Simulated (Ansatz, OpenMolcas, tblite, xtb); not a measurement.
## CH6BSb (SMILES C[BH][SbH2]): the vertical electron affinity, rung by rung

CH6BSb: 9 atoms, total charge 0, spin state singlet. As SMILES, `C[BH][SbH2]`. Geometry: relaxed at PBE0-D4/def2-TZVP. This is one conformer, not always the lowest.

```tsv
atom	x (Å)	y (Å)	z (Å)
C	-0.6965	0.9767	-0.6005
B	0.3862	-0.1322	-0.5470
Sb	1.4152	-0.7670	1.3237
H	-1.6378	0.4493	-0.8245
H	-0.5517	1.6626	-1.4415
H	-0.8567	1.5453	0.3164
H	0.7527	-0.6535	-1.5622
H	1.2580	-2.4350	1.0192
H	0.0190	-0.6924	2.2992
```

Each level gives the vertical electron affinity (to the doublet anion) (eV). The values are calculated.

The electron affinity is E(neutral) − E(anion): positive where the electron is bound.

```
                            level                   kind     program  value (eV)  CPU time (all runs)
                         GFN2-xTB         semi-empirical         xtb        3.36            under 2 s
                        IPEA1-xTB         semi-empirical      tblite        4.95            under 2 s
    HF/def2-SVPD (core potential)           Hartree–Fock  OpenMolcas       -0.84                 80 s
 SVWN5/def2-SVPD (core potential)                    LDA      Ansatz        0.08                 20 s
   PBE/def2-SVPD (core potential)                    GGA      Ansatz        0.01                 33 s
revPBE/def2-SVPD (core potential)                    GGA  OpenMolcas       -0.05              3.9 min
r2SCAN/def2-SVPD (core potential)               meta-GGA      Ansatz        0.06                 63 s
   MP2/def2-SVPD (core potential)    perturbation theory      Ansatz       -0.26                 19 s
  CCSD/def2-SVPD (core potential)  coupled cluster or CI      Ansatz       -0.27              5.4 min
```

Spin-orbit coupling is left out. Where it was recorded, the anion's HOMO is positive in SVWN5/def2-SVPD, PBE/def2-SVPD, revPBE/def2-SVPD, r2SCAN/def2-SVPD: a fault of the level (basis or self-interaction), which says nothing on whether the real anion is bound. The values span -0.84 to 4.95 eV. The xTB values lack the empirical shift that such differences need. In the correlated wave-function rows the outer d shell of Sb is correlated, in sets not made for it. The levels disagree on the sign; a negative value means an electron held by the basis alone. CPU times are rough (shared hosts, several kinds of processor and program).
